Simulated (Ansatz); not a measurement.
Ideal-gas functions of `[CH3][Sn]([Cl])[Cl]` radical at 500 K and 1 bar, from an Ansatz frequency run at PBE0-D4/def2-TZVP.

Molar mass 204.65 g/mol, point group Cs (symmetry number 1), electronic degeneracy 2, moments of inertia 180.988, 283.806, 392.99 u Å². Harmonic wavenumbers (cm⁻¹, unscaled): 67, 104, 112, 128, 350, 356, 475, 726, 747, 1157, 1426, 1436, 3071, 3185, 3200.

Use S(trans) = R[1.5 ln M + 2.5 ln T − 1.1517]; rotational temperatures θ = 24.2544 K / I; S(rot) = R[ln(√π/σ · √(T³/θAθBθC)) + 1.5]; for each mode x = 1.438777 ν̃/T, S = R[x/(eˣ − 1) − ln(1 − e⁻ˣ)] and H = RT x/(eˣ − 1); 1 cm⁻¹ = 0.0119627 kJ/mol; R = 8.31446 J/(mol·K).

**Question.** By hand: the entropy, in J/(mol·K).

**Answer.** Translation 186.0. Rotation: θ = 0.134, 0.0855, 0.0617 K, giving 124.9. Vibration, mode by mode: 22.01, 18.38, 17.76, 16.67, 8.60, 8.47, 6.33, 3.55, 3.39, 1.33, 0.71, 0.69, 0.01, 0.01, 0.01, in all 107.9. Electronic 5.8. Sum 424.6 J/(mol·K).

**Question.** By hand: H − E and G − E in kJ/mol, counted from the electronic energy.

**Answer.** Zero-point energy ½ × 16540 × 0.0119627 = 98.9; thermal vibration 24.5; translation, rotation and pV give 4 RT = 16.6. H − E = 140.0 kJ/mol, and G − E = 140.0 − 500 × 424.6/1000 = -72.3 kJ/mol.

Vibration gives 25 % of the entropy, 74.8 J/(mol·K) of it from the modes under 150 cm⁻¹: soft modes count most, and the harmonic formula is weakest for them.
